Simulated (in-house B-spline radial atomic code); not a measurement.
The numbers below are computed, except where a source is named.
Weak and strong correlation along the adiabatic connection

Two-electron singlets in several external potentials (atomic units), by full CI in B-splines with partial waves to l = 8 (correlation energies up to 0.6 % small). The repulsion is scaled by λ at fixed density; W(λ) is the mean repulsion less the Hartree energy, W(0) = E_x, and the area under W from 0 to 1 is E_xc.

One system gave this curve:

```tsv
λ	W (hartree)
0	-0.47061
0.02	-0.47261
0.05	-0.47553
0.12	-0.48202
0.25	-0.49299
0.4	-0.50414
0.6	-0.51693
0.8	-0.5278
1	-0.53712
1.4	-0.55224
2	-0.56884
3	-0.58714
4.5	-0.60377
7	-0.61942
10	-0.63017
```

(1) Which system is it?
A. ω²r²/2 − Z/r, ω = 1.12, Z = 0.3
B. −Z/r, Z = 3.48, wall at 0.473 bohr
C. −V exp(−r²/w²), V = 17.7, w = 1.7
D. −Z/r, Z = 1.07, wall at 6.91 bohr

Results:

(1) D. The exchange energy sets the size: −Z/r, Z = 1.07, wall at 6.91 bohr: E_x = -0.471, E_c = -0.0379; −Z/r, Z = 3.48, wall at 0.473 bohr: E_x = -4.21, E_c = -0.0477; −V exp(−r²/w²), V = 17.7, w = 1.7: E_x = -1.34, E_c = -0.044; ω²r²/2 − Z/r, ω = 1.12, Z = 0.3: E_x = -0.84, E_c = -0.0411 hartree.
